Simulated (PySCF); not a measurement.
Ligand exchange on a metal centre used in film growth or etching (Hf OH-SH). All species are isolated molecules in the gas phase. One relaxed conformer stands for each flexible species; it need not be the lowest.

All values below come from B3LYP-D3(BJ)/def2-TZVP // r2SCAN-D4/def2-SVP in PySCF 2.14.0. All candidates: neutral, multiplicity 1. B3LYP has the VWN-RPA correlation part, as in Gaussian. 

```yaml
LUMO: -0.43 eV
HOMO: -6.67 eV
HOMO–LUMO gap: 6.24 eV
```

Problem. Identify which member has these values.
A. [Hf(OH)(SH)3]
B. [Hf(SH)4]
C. [Hf(OH)3(SH)]

Solution. C, [Hf(OH)3(SH)]. The others give [Hf(OH)(SH)3]: -1.69 eV, -7.22 eV, 5.53 eV; [Hf(SH)4]: -2.25 eV, -7.67 eV, 5.42 eV
